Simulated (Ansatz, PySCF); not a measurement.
Process, species as SMILES: [CH3][GeH][CH3] → [CH3][GeH-][CH3] (an electron is taken up)

Property: adiabatic electron affinity (0 K, with zero-point energies), in eV. Positive where the reaction releases energy. Set-up: spin-orbit terms left out; no dispersion term unless named; valence correlation only (noble-gas shells and the d and f shells of earlier blocks); UHF or UKS for open shells; six Cartesian d functions in 6-31G* and its kin unless marked 5d; LANL2DZ with its own core potentials from Na on; non-relativistic. First-principles rows: single points at B3LYP-D3(BJ) geometries (Ansatz, a quantum-chemistry and plane-wave program), with unscaled harmonic terms from B3LYP/6-31G* (LANL2DZ past Ar) (Ansatz) at its own minima. Sets without +, aug- or the D of def2-TZVPD hold no diffuse functions, which anions need.

```json
[
 {"level": "HF/LANL2DZ", "program": "Ansatz", "adiabatic electron affinity (0 K, with zero-point energies) (eV)": "-0.06"},
 {"level": "PBE/LANL2DZ", "program": "Ansatz", "adiabatic electron affinity (0 K, with zero-point energies) (eV)": "0.76"},
 {"level": "B3LYP/6-31G*", "program": "Ansatz", "adiabatic electron affinity (0 K, with zero-point energies) (eV)": "0.97"},
 {"level": "B3LYP/6-31G* with LANL2DZ past Ar", "program": "Ansatz", "adiabatic electron affinity (0 K, with zero-point energies) (eV)": "0.91"},
 {"level": "PBE0/6-31G*", "program": "Ansatz", "adiabatic electron affinity (0 K, with zero-point energies) (eV)": "0.83"},
 {"level": "M06-2X/6-31G* with LANL2DZ past Ar (5d)", "program": "PySCF", "adiabatic electron affinity (0 K, with zero-point energies) (eV)": "1.04"},
 {"level": "MP2/STO-3G", "program": "Ansatz", "adiabatic electron affinity (0 K, with zero-point energies) (eV)": "-3.84"},
 {"level": "MP2/6-31G* with LANL2DZ past Ar", "program": "Ansatz", "adiabatic electron affinity (0 K, with zero-point energies) (eV)": "0.35"},
 {"level": "PBE/def2-TZVPD", "program": "Ansatz", "adiabatic electron affinity (0 K, with zero-point energies) (eV)": "1.22"},
 {"level": "B3LYP/def2-TZVPD", "program": "Ansatz", "adiabatic electron affinity (0 K, with zero-point energies) (eV)": "1.29"}
]
```

No value to compare with is used here. The 8 habitual levels span -3.84 (MP2/STO-3G) to 1.04 eV (M06-2X/6-31G* with LANL2DZ past Ar (5d)); B3LYP/def2-TZVPD gives 1.29.

The levels are drawn from those run, B3LYP/6-31G* more often than the rest, none by its result; left out are runs that failed, that the program found above a lower state of the same kind, or whose <S^2> lies over 0.5 above the pure value.
